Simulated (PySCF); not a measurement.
C₅H₅FN₂O.
SMILES with atom numbers: `[CH3:1][O:2][c:3]1[cH:4][n:5][c:6]([F:7])[n:8][cH:9]1`

NICS = −σ at a ghost point: NICS(0) at the centroid of the ring atoms, NICS(1) 1 Å to either side along the normal of their mean plane, zz for the tensor component along that normal. Level: GIAO PBE0/pcSseg-1 (PySCF, non-relativistic, gas phase) on the GFN2-xTB geometry, one conformer.

Ring bond lengths (Å), with Mayer bond orders in brackets: C3–C4 1.404 (1.32), C4–N5 1.316 (1.51), N5–C6 1.318 (1.44), C6–N8 1.311 (1.49), N8–C9 1.324 (1.45), C9–C3 1.397 (1.32).

Question: Give the NICS values of each ring in ppm.

Answer: 
```
             ring                                                 type  NICS(0)  NICS(1), two faces  NICS(1)zz, two faces  rms pucker (Å)  centre to ring atoms, mean (Å)
C3–C4–N5–C6–N8–C9  6-membered ring with 2 N; formal bonds all aromatic     -8.3       -10.6 / -10.6         -25.5 / -25.5            0.00                            1.34
```

Question: What do they say, and how far can they be read as aromaticity?

Answer: 
- C3–C4–N5–C6–N8–C9: mean NICS(1)zz -25.5 ppm, shielded. The ring is flat and has no four-coordinate atom; by the NICS criterion it is aromatic.

Question: And the bond-length index? HOMA = 1 − mean of α(R − Ropt)² over the ring bonds, with Krygowski's 1993 parameters (CC: Ropt 1.388 Å, α 257.7 Å⁻²; CN: Ropt 1.334 Å, α 93.52 Å⁻²).

Answer: 
- C3–C4–N5–C6–N8–C9: HOMA 0.97; the largest term is that of C3–C4, α(R − Ropt)² = 0.07. The geometric and the magnetic index point the same way.

Question: List the ring angles and the Hirshfeld charges of the ring atoms.

Answer: 
- C3–C4–N5–C6–N8–C9: C3 115.6° (+0.061 e), C4 122.2° (+0.026 e), N5 116.3° (-0.174 e), C6 127.5° (+0.189 e), N8 116.8° (-0.179 e), C9 121.7° (+0.007 e); sum 720.0° against 720° for a flat convex ring.

Question: How shielded are the nuclei of the rings and their hydrogens (means over atoms taken as equivalent)?

Answer: 
```csv
atoms,environment,σ isotropic (ppm)
C3,aromatic carbon bearing oxygen,28.6
C4 (×2),aromatic CH next to a ring nitrogen,36.8
N5 (×2),pyridine-type nitrogen,-31.4
C6,aromatic C–F carbon,20.1
H on C4 (×2),aromatic hydrogen,23.33
```

The values belong to the conformer `[CH3:1][O:2][c:3]1[cH:4][n:5][c:6]([F:7])[n:8][cH:9]1`: C1–O2–C3–C4 180°.
